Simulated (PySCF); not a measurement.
C₆H₄N₂, SMILES N#Cc1ccncc1.

Geometry optimised at PBE-D3(BJ)/def2-SVP.

These are PBE-D3(BJ)/def2-SVP (PySCF) values and carry that method's errors.

No scaling factor is applied to the harmonic values.

Question: Give all harmonic wavenumbers and intensities. (The exact figures need the calculation; the answer reports its results.)

Answer: 
| mode | ν (cm⁻¹) | IR (km/mol) | moving atoms (share of kinetic energy) |
|---|---|---|---|
| 1 | 140 | 7.4 | N 50 %, C 45 % |
| 2 | 158 | 5.9 | N 50 %, C 43 % |
| 3 | 355 | 0.0 | C 65 %, H 35 % |
| 4 | 378 | 0.5 | C 67 %, N 27 % |
| 5 | 444 | 1.1 | N 51 %, C 47 % |
| 6 | 549 | 0.0 | C 89 % |
| 7 | 577 | 19.3 | C 65 %, H 22 %, N 13 % |
| 8 | 665 | 0.1 | C 91 % |
| 9 | 739 | 0.4 | C 56 %, H 25 %, N 19 % |
| 10 | 763 | 15.0 | C 62 %, N 29 %, H 9 % |
| 11 | 816 | 24.6 | H 63 %, C 36 % |
| 12 | 862 | 0.0 | H 79 %, C 21 % |
| 13 | 960 | 0.4 | H 72 %, C 28 % |
| 14 | 972 | 0.0 | H 64 %, C 36 % |
| 15 | 982 | 3.5 | C 61 %, N 33 % |
| 16 | 1059 | 3.3 | H 56 %, C 40 % |
| 17 | 1074 | 0.1 | H 69 %, C 26 % |
| 18 | 1195 | 0.0 | H 51 %, C 46 % |
| 19 | 1215 | 5.9 | C 49 %, H 45 % |
| 20 | 1288 | 0.2 | H 62 %, C 38 % |
| 21 | 1324 | 0.5 | C 60 %, N 28 %, H 12 % |
| 22 | 1402 | 17.6 | C 50 %, H 42 %, N 8 % |
| 23 | 1472 | 2.8 | C 58 %, H 36 % |
| 24 | 1563 | 21.1 | C 76 %, N 21 % |
| 25 | 1598 | 24.4 | C 88 %, H 9 % |
| 26 | 2279 | 6.6 | C 63 %, N 37 % |
| 27 | 3085 | 22.9 | H 92 %, C 8 % |
| 28 | 3089 | 5.1 | H 91 %, C 9 % |
| 29 | 3146 | 0.2 | H 91 %, C 9 % |
| 30 | 3147 | 1.7 | H 91 %, C 9 % |
